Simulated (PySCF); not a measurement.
Harmonic spectrum computed at PBE0 in the def2-TZVP basis family (core potentials from Rb on, PySCF, no spin–orbit coupling):

```tsv
symmetry	ω (cm⁻¹)	IR (km/mol)
a1	105	0.1
b2	305	27.4
a1	310	2.8
```

Which molecule gave it? In each, all ligands are bound to the one heavy central atom.
A. SeBr₂ (singlet)
B. TeBr₂ (singlet)
C. SnBr₂ (singlet)
D. InBr₂ (doublet)
E. SiBr₂ (singlet)

A. It has C2v symmetry with Se–Br 2.305 Å (×2).
